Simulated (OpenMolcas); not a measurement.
## In: thermal populations, the spin-orbit constant, worked from levels

```json
{"Program": "OpenMolcas", "Basis": "ANO-RCC-VQZP [8s7p5d3f2g]", "Scalar Hamiltonian": "DKH2, point nucleus", "Active space": "3 electrons in 9 orbitals (RAS2 5s 5p; RAS3 5d, at most 2 electrons)", "State averaging": "2S+1 = 4 odd, 1 root (0 in the spin-orbit step); 2S+1 = 2 odd, 3 roots; 2S+1 = 4 even, 3 roots; 2S+1 = 2 even, 5 roots", "Spin-orbit coupling": "RASSI with atomic mean-field integrals over the reference wave functions, term energies averaged over their components"}
```

Methods: RASSCF; SS-RASPT2, IPEA 0.25 Eh, imaginary shift 0.1 Eh (closed shells correlated: 4d). Measured levels: NIST Handbook of Basic Atomic Spectroscopic Data.

**Thermal populations.** Z = Σ (2J + 1) exp(-E/kT) with k = 0.695035 cm-1/K, over the levels below. No other level of either list lies under 24300 cm-1, which is above 7 kT at each temperature.

```
         Level  2J + 1  SS-RASPT2  measured
5s2 5p 2P* 1/2       2        0.0       0.0
5s2 5p 2P* 3/2       4       2190      2213
```

```json
{"T (K)": "2000", "Z, SS-RASPT2": "2.828", "Z, measured levels": "2.814", "Ground level (%), SS-RASPT2": "70.7", "Ground level (%), measured levels": "71.1"}
{"T (K)": "3000", "Z, SS-RASPT2": "3.399", "Z, measured levels": "3.384", "Ground level (%), SS-RASPT2": "58.8", "Ground level (%), measured levels": "59.1"}
{"T (K)": "5000", "Z, SS-RASPT2": "4.130", "Z, measured levels": "4.116", "Ground level (%), SS-RASPT2": "48.4", "Ground level (%), measured levels": "48.6"}
```

At 5000 K, kT = 3475 cm-1, and the computed levels give Z = 2.000 + 2.130 = 4.130.

**The spin-orbit constant.** For the Hund term 2P* of p1, E(J) = (A/2) J(J+1) + constant and ζ = 2S·A = A. From J = 1/2 to J = 3/2 the energy changes by 1.5 A.

```
   Source  E(3/2) - E(1/2)       A     ζ
   RASSCF           2187.1  1458.1  1458
SS-RASPT2           2187.1  1458.1  1458
 measured           2212.6  1475.1  1475
```

All in cm-1. SS-RASPT2 is off by -1.2 % and RASSCF by -1.2 %. Both methods take the spin-orbit matrix elements from the reference wave functions, so the second can move ζ only through the term energies and any multistate remixing.

CASPT2 does not keep the components of a term degenerate, so their means are used; among the terms shown or strongly mixed into the levels shown the widest spread is 13 cm-1 (5s2 5p 2P*, SS-RASPT2). Some high roots are left out of the spin-orbit mixing, which shifts the levels that they would mix with. Active for correlation alone: 5d; no level in the range computed is led by a configuration that fills it, so any true level of that kind is missing. Without dynamic correlation excited terms often stand tens of per cent too high (terms of higher spin than the ground term too low), and those without a measured partner can miss by more than the paired ones (holds for RASSCF). Measured partners are found by configuration, term and J. A level has none where our copy of the source lacks it or the pairing is in doubt (some pairs that miss far off the trend of their configuration count as doubtful), and it then counts in no deviation. Only configurations of the active space appear.

* marks odd parity.
